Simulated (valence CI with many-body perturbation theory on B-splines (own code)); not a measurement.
# E1 transitions of Kr XXIII

Computed by valence CI with perturbative core correlation (CI+MBPT): four valence electrons over a frozen Dirac-Fock core [Ne], radial functions for each j: 11 s, 11 p, 9 d, 7 f, 5 g, 2 h, 1 i, with the one-electron correlation potential Σ1, the two-electron term Σ2, the three-electron term Σ3, Breit, model QED; selected CI, second order for the rest (own B-spline code, finite nucleus).

No measured spectrum was set against this ion. As an estimate, levels of excited configurations hold to 0.05 to 0.15 % of their energy, terms of the ground configuration to about 0.5 %.

Lines 101 to 150 of 214 in falling wavelength, among levels below 1506300 cm⁻¹, chosen from the strongest by gf and those to the six lowest levels. Wavelengths and rates use the calculated energies, so an error of 400 cm⁻¹ moves a line at 14.17 nm by 0.057 % and its rate by three times that or more. Electric multipoles are in the length gauge, E1 and E2 with the static RPA response of the core. Weak lines are less certain than strong ones. Lines between different terms over intervals too small for the method are left out, as are lines whose strength nearly cancels. Where a level lies close to another of its J and parity, the split of strength between their lines is uncertain. The highest levels of a list are the least certain.

Names give the largest LS component (configuration and term), which can be under half, so a name can repeat, a term be missing and a line seem to break the LS rules; names also repeat where a configuration has a term twice. Letters in brackets count levels of one name in rising energy.

```
λ vac (nm)                Upper             Lower   A (s⁻¹)  S (a.u.) with core polarisation  S without
     14.17   3s 3p2 3d 3D_1 [b]  3s 3p3 3P°_2 [b]  2.46e+10                         1.03e-01   1.06e-01
     14.17       3s 3p2 3d 3G_3  3s 3p3 3P°_2 [a]  6.41e+09                         6.30e-02   6.48e-02
     14.15   3s 3p2 3d 3F_2 [b]  3s 3p3 3P°_2 [a]  2.79e+09                         1.95e-02   2.00e-02
     14.08   3s 3p2 3d 3D_1 [c]  3s 3p3 3P°_2 [b]  7.11e+09                         2.94e-02   3.02e-02
     14.06   3s 3p2 3d 3F_2 [c]   3s2 3p 3d 3F°_2  2.56e+10                         1.76e-01   1.80e-01
     14.02       3s 3p2 3d 5P_2      3s 3p3 3D°_3  5.51e+09                         3.75e-02   3.85e-02
     13.94      3s2 3p 3d 3F°_2      3s2 3p2 3P_1  2.53e+09                         1.69e-02   1.73e-02
     13.93         3s 3p3 3S°_1      3s2 3p2 3P_1  2.72e+10                         1.09e-01   1.12e-01
     13.91      3s2 3p 3d 3F°_3      3s2 3p2 3P_2  5.89e+09                         5.48e-02   5.62e-02
     13.89   3s 3p2 3d 3D_1 [d]   3s2 3p 3d 3F°_2  2.56e+10                         1.01e-01   1.04e-01
     13.84   3s 3p2 3d 3P_2 [a]      3s 3p3 3D°_3  2.56e+10                         1.68e-01   1.72e-01
     13.80       3s 3p2 3d 5F_3      3s 3p3 5S°_2  2.16e+09                         1.96e-02   2.01e-02
     13.68   3s 3p2 3d 3P_1 [b]  3s 3p3 3P°_2 [b]  4.98e+09                         1.89e-02   1.94e-02
     13.58             3p4 3P_1      3s 3p3 5S°_2  2.39e+08                         8.85e-04   9.09e-04
     13.55   3s 3p2 3d 3D_1 [a]  3s 3p3 3P°_2 [a]  4.85e+09                         1.78e-02   1.83e-02
     13.50   3s 3p2 3d 3P_0 [a]      3s 3p3 3P°_1  2.80e+10                         3.39e-02   3.49e-02
     13.39   3s 3p2 3d 3P_2 [b]  3s 3p3 3P°_2 [b]  1.04e+10                         6.19e-02   6.35e-02
     13.34   3s 3p2 3d 3P_2 [a]      3s 3p3 3D°_2  3.30e+10                         1.93e-01   1.99e-01
     13.34       3s 3p2 3d 1F_3  3s 3p3 3P°_2 [a]  2.71e+10                         2.23e-01   2.29e-01
     13.28      3s2 3p 3d 3D°_2      3s2 3p2 1D_2  1.84e+10                         1.06e-01   1.09e-01
     13.23             3p4 1D_2      3s 3p3 5S°_2  1.04e+09                         5.94e-03   6.09e-03
     13.18   3s 3p2 3d 3P_2 [a]      3s 3p3 3D°_1  1.22e+10                         6.91e-02   7.10e-02
     13.10   3s 3p2 3d 3D_1 [d]  3s 3p3 3P°_2 [b]  4.93e+09                         1.64e-02   1.69e-02
     13.07      3s2 3p 3d 3D°_3      3s2 3p2 1D_2  1.46e+10                         1.12e-01   1.15e-01
     13.00   3s 3p2 3d 3D_1 [b]  3s 3p3 3P°_2 [a]  2.84e+10                         9.26e-02   9.51e-02
     12.98       3s 3p2 3d 5D_3      3s 3p3 5S°_2  7.00e+09                         5.29e-02   5.43e-02
     12.98       3s 3p2 3d 5D_1      3s 3p3 5S°_2  1.20e+09                         3.90e-03   4.00e-03
     12.97       3s 3p2 3d 5D_2      3s 3p3 5S°_2  3.93e+09                         2.12e-02   2.17e-02
     12.97  3s2 3p 3d 3P°_1 [b]      3s2 3p2 1D_2  2.78e+10                         8.98e-02   9.23e-02
     12.92   3s 3p2 3d 3D_1 [c]  3s 3p3 3P°_2 [a]  5.36e+09                         1.71e-02   1.76e-02
     12.89   3s 3p2 3d 3D_3 [b]  3s 3p3 3P°_2 [a]  4.70e+09                         3.48e-02   3.58e-02
     12.88   3s 3p2 3d 3F_2 [b]      3s 3p3 3D°_3  1.08e+10                         5.68e-02   5.83e-02
     12.85  3s2 3p 3d 3P°_2 [a]      3s2 3p2 3P_2  3.50e+10                         1.83e-01   1.88e-01
     12.82   3s 3p2 3d 3P_0 [b]      3s 3p3 3P°_1  6.97e+10                         7.24e-02   7.44e-02
     12.80  3s2 3p 3d 3P°_1 [a]      3s2 3p2 3P_2  2.66e+09                         8.27e-03   8.48e-03
     12.80   3s 3p2 3d 3D_1 [c]      3s 3p3 3P°_0  3.22e+10                         1.00e-01   1.03e-01
     12.77   3s 3p2 3d 3D_2 [b]      3s 3p3 3P°_1  5.39e+10                         2.77e-01   2.84e-01
     12.76  3s2 3p 3d 3P°_2 [b]      3s2 3p2 1D_2  8.48e+10                         4.35e-01   4.47e-01
     12.72         3s 3p3 3S°_1      3s2 3p2 3P_0  1.83e+10                         5.56e-02   5.72e-02
     12.62   3s 3p2 3d 3P_1 [b]      3s 3p3 3P°_1  3.44e+10                         1.02e-01   1.05e-01
     12.59       3s 3p2 3d 3G_4      3s 3p3 3D°_3  3.34e+09                         2.96e-02   3.03e-02
     12.58      3s2 3p 3d 3D°_1      3s2 3p2 3P_2  6.84e+08                         2.01e-03   2.07e-03
     12.55   3s 3p2 3d 3P_1 [a]      3s 3p3 3D°_1  5.96e+10                         1.74e-01   1.79e-01
     12.53   3s 3p2 3d 3F_2 [a]      3s 3p3 5S°_2  1.56e+09                         7.55e-03   7.75e-03
     12.48   3s 3p2 3d 3D_3 [a]      3s 3p3 3D°_3  3.08e+10                         2.07e-01   2.12e-01
     12.47   3s 3p2 3d 3P_1 [b]      3s 3p3 3P°_0  2.55e+10                         7.34e-02   7.53e-02
     12.45      3s2 3p 3d 1P°_1      3s2 3p2 1S_0  1.03e+11                         2.93e-01   3.01e-01
     12.43  3s2 3p 3d 3P°_2 [a]      3s2 3p2 3P_1  5.48e+10                         2.60e-01   2.67e-01
     12.39  3s2 3p 3d 3P°_1 [a]      3s2 3p2 3P_1  1.93e+09                         5.43e-03   5.60e-03
     12.34   3s 3p2 3d 3P_2 [b]  3s 3p3 3P°_2 [a]  3.78e+10                         1.75e-01   1.80e-01
```
